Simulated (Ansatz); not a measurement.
Ansatz (an electronic-structure program) input (RI-MP2/def2-TZVPPD):
A basis named .json is the Basis Set Exchange file of that set.

Ansatz 0.2 input:
```yaml
crystal:
  periodic: [false, false, false]
  atoms:
    - {symbol: Si, position_ang: [-0.00000000, -0.00000000, -1.95292654]}
    - {symbol: I, position_ang: [0.00000000, 0.00000000, 0.51586739]}
basis:
  gaussian:
    orbitals: def2-TZVPPD.json
    fitting: {mean_field: def2-universal-jkfit, correlation: def2-TZVPPD-RIFIT.json}
total_charge: 1
magnetization: {spin_polarized: false}
correlation: {method: mp2, electrons: outside_noble_gas}
```

End of the output:

```
integrals: 0.04 GiB planned
346 factors; integrals over basis functions are off by at most 9.7e-1 eV
339 factors; integrals over basis functions are off by at most 5.7e-1 eV
mean field: 0.20 GiB planned
mean field evaluation 1: about -15925.1299 eV, gradient 2.3e1 eV
mean field evaluation 2: about -15926.2264 eV, gradient 2.1e1 eV
mean field evaluation 4: about -15927.3549 eV, gradient 1.2e0 eV
mean field evaluation 8: about -15927.3683 eV, gradient 1.8e-6 eV
mean field -15927.36825430 eV, -585.3199873876 hartree, gradient 1.8e-6 eV, S^2 0.000000; 0 other end points of the search recorded, 0 dependent functions left out
14 core orbitals not correlated
reference -15927.36825430 eV, -585.3199873876 hartree; 5, 5 occupied and 88, 88 virtual orbitals, 339 factors
second order -5.73270699 eV of doubles, -0.00000000 eV of singles
Total energy: -15933.10096130 eV, -585.5306604839 hartree
```

This state (charge 1, singlet) is run at the relaxed geometry of the species with charge 0 and multiplicity 2.
